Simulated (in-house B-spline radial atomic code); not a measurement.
Ionisation energies along the 40-electron series, configuration 1s2 2s2 2p6 3s2 3p6 3d10 4s2 4p6 4d3/2(4), as differences of self-consistent energies. Dirac energy differences include first-order Breit, QED and recoil terms. NIST's values go from ground level to ground level; the uncertainty of those that are theory runs from under 0.1 % in few-electron ions to several per cent in heavy many-electron ones. Computed with a radial B-spline atomic code at the basis-set limit: Dirac-Hartree-Fock, jj configuration that fills j = l - 1/2 first, finite nuclei.

A number in brackets counts the electrons of a j subshell.

```tsv
ion	configuration after	ionisation energy (eV)	IE/(q+1)² (eV)	-ε less Coulomb ΔSCF (eV)	Breit and QED recoil part (eV)	tabulated value (eV)	computed minus tabulated (eV)
Nb+	[Kr] 4d3/2(3)	12.72	3.1812	1.0396	0.0064292	14.32	-1.60
Mo2+	[Kr] 4d3/2(3)	25.62	2.8465	0.96071	0.0078238	27.13	-1.51
Tc3+	[Kr] 4d3/2(3)	?	?	?	?	?	?
Ru4+	[Kr] 4d3/2(3)	?	?	?	?	?	?
Rh5+	[Kr] 4d3/2(3)	78.57	2.1825	0.92636	0.0022101	80	-1.43
Pd6+	[Kr] 4d3/2(3)	100.40	2.0491	0.92999	-0.0024182	101	-0.60
```

Task: Fill in the row of Tc3+.

Result: ionisation energy (eV): 41.06; IE/(q+1)² (eV): 2.5661; -ε less Coulomb ΔSCF (eV): 0.93415; Breit and QED recoil part (eV): 0.0074109; tabulated value (eV): 41; computed minus tabulated (eV): 0.06.

Task: Fill in the row of Ru4+.

Result: ionisation energy (eV): 58.76; IE/(q+1)² (eV): 2.3503; -ε less Coulomb ΔSCF (eV): 0.92636; Breit and QED recoil part (eV): 0.0054977; tabulated value (eV): 59; computed minus tabulated (eV): -0.24.
